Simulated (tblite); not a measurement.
C₃H₉NO₂Si.
Structure used (GFN2-xTB), in Å, numbered top down from 1:
```xyz
16
C3H9NO2Si angstrom
C     -1.2125   -1.9637    0.6139
N     -0.2856   -1.2163    0.9842
Si     0.2298    0.3759    0.5100
O      1.6362    0.2852   -0.2729
C      2.7726   -0.3768    0.1859
O     -0.6361    1.1584   -0.6130
C     -1.9323    1.6442   -0.4661
H     -1.3165   -2.9491    1.0650
H     -1.9586   -1.7093   -0.1477
H      0.2981    1.0638    1.7970
H      3.5003   -0.3971   -0.6258
H      3.2018    0.1487    1.0421
H      2.5370   -1.3982    0.4897
H     -1.9092    2.6719   -0.0941
H     -2.4165    1.6320   -1.4442
H     -2.5160    1.0394    0.2321
```

Computed with GFN2-xTB (tblite): harmonic, unscaled wavenumbers at the GFN2-xTB geometry, gas phase. Against measured fundamentals such values can be off by several per cent, at times by over 20. Modes of hydrogen on silicon can be 10 to 20 % off. One conformer, not necessarily the lowest.

Harmonic wavenumbers (cm⁻¹): 46.0, 71.7, 77.4, 81.7, 104.3, 120.9, 127.6, 196.2, 284.4, 298.9, 360.8, 476.5, 676.4, 714.0, 726.4, 821.2, 835.4, 1008.2, 1133.9, 1139.1, 1139.8, 1147.4, 1149.9, 1168.7, 1184.8, 1417.7, 1422.5, 1455.7, 1479.5, 1485.2, 1492.2, 1496.2, 1772.1, 2280.0, 2845.6, 2940.9, 2949.6, 2953.9, 2955.5, 2970.0, 2978.7, 2989.7.

A = 2750, B = 1774, C = 1174 MHz; mass 119.040 u (most abundant isotopes); point group C1, symmetry number 1.

Q: Zero-point energy?

A: Half the sum of the wavenumbers: 26488 cm⁻¹ = 75.73 kcal/mol.

Q: What is S at 200 K and 1 bar for an ideal gas of classical rigid rotors and harmonic oscillators?

A: Translation 38.28, rotation 27.23, vibration 25.28: S = 90.8 cal/(mol K).

Q: And Cp and H(200 K) − H(0)?

A: Cp = 29.50 cal/(mol K), of which vibrations give 21.55 (their classical limit is 42 R = 83.5); H(200 K) − H(0) = 4.18 kcal/mol without the zero-point energy, 2.59 from vibrations.

Q: What must be added to the electronic energy to get the Gibbs energy at 200 K and 1 bar?

A: ZPE + [H(200 K) − H(0)] − T·S = 75.73 + 4.18 − 18.16 = 61.75 kcal/mol.

Q: Which modes carry the vibrational entropy at 200 K?

A: 46.0 cm⁻¹: 4.19; 71.7 cm⁻¹: 3.32; 77.4 cm⁻¹: 3.18; 81.7 cm⁻¹: 3.07; 104.3 cm⁻¹: 2.60; 120.9 cm⁻¹: 2.33 cal/(mol K); the other 36 give 6.59 together.

Q: Blend soft modes into free rotors: weight 1/[1 + (100 cm⁻¹/ν̃)⁴] for the oscillator and the rest for a rotor with moment μB/(μ + B), μ = h/(8π²ν), B = 10⁻⁴⁴ kg m². What vibrational entropy results?

A: 23.24 cal/(mol K) in place of 25.28, which changes −T·S at 200 K by +0.41 kcal/mol.

Q: How do the functions run with temperature in this model?

A: 
```
 T (K)  S (cal/(mol K))  Cp (cal/(mol K))  H − H(0) (kcal/mol)  G − H(0) (kcal/mol)  ln q(vib)
    50             59.4              16.5                 0.56                -2.40       0.77
   100             72.9              22.6                 1.56                -5.73       2.65
298.15            103.8              36.0                 7.39               -23.55       9.18
373.15            112.4              41.2                10.29               -31.66      11.24
   500            125.6              49.2                16.04               -46.77      14.45
   750            148.0              61.3                29.95               -81.07      20.14
  1000            166.8              69.4                46.35              -120.49      25.23
```

q(vib) and H(0) count from the zero-point level.

Hindered rotation and anharmonicity are outside this model. Other conformers, if any are populated, would add a mixing term that is left out. The structure is chiral; the term R ln 2 for an equal mix with its mirror image is left out.
